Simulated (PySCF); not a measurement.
PySCF input for AgCl, SMILES [Cl][Ag], multiplicity 1, C-PCM-M06-2X/def2-TZVPD. Coordinates come from a PBE0-D3(BJ)/def2-TZVPD optimisation. The spin state was assumed, not searched. The def2 effective core potentials stand for the cores of Ag; spin–orbit coupling is left out.

```python
import numpy as np
from pyscf import gto, scf, dft
from pyscf.solvent import pcm

mol = gto.M(
    atom='''
    Ag    0.00000000    0.00000000   -0.60786858
    Cl    0.00000000    0.00000000    1.68057783
    ''',
    basis='def2-TZVPD',
    ecp={'Ag': 'def2-tzvp'},
    charge=0,
    spin=0,
    max_memory=1600,
    verbose=3,
)
mf = dft.RKS(mol, xc='m06-2x').density_fit(auxbasis='def2-universal-jkfit')
mf.grids.level = 4
mf.conv_tol = 1e-9
mf.max_cycle = 100
mf.kernel()
res = {}
for name, eps in {'water': 78.355, 'methanol': 32.613, '2-propanol': 19.264}.items():
    s = mf.PCM()
    s.with_solvent.method, s.with_solvent.eps, s.with_solvent.lebedev_order = 'C-PCM', eps, 29
    s.kernel(mf.make_rdm1())
    res[name] = (s.e_tot, eps, s.dip_moment(), s.mo_energy, s.converged)
    print(f'{name}: electrostatic solvation free energy {(s.e_tot - mf.e_tot) * 627.509474:.3f} kcal/mol')
```

Program output:

```
converged SCF energy = -607.148350323358

WARN: PCM is an experimental feature. It is still in testing.
Features and APIs may be changed in the future.

converged SCF energy = -607.175015472201
Dipole moment(X, Y, Z, Debye): -0.00000,  0.00000, -8.26910
water: electrostatic solvation free energy -16.733 kcal/mol

WARN: PCM is an experimental feature. It is still in testing.
Features and APIs may be changed in the future.

converged SCF energy = -607.174403153542
Dipole moment(X, Y, Z, Debye):  0.00000, -0.00000, -8.22460
methanol: electrostatic solvation free energy -16.348 kcal/mol

WARN: PCM is an experimental feature. It is still in testing.
Features and APIs may be changed in the future.

converged SCF energy = -607.173683771027
Dipole moment(X, Y, Z, Debye):  0.00000,  0.00000, -8.17222
2-propanol: electrostatic solvation free energy -15.897 kcal/mol
```

The run converged.

Cost: about 40 core-seconds (a rough figure).
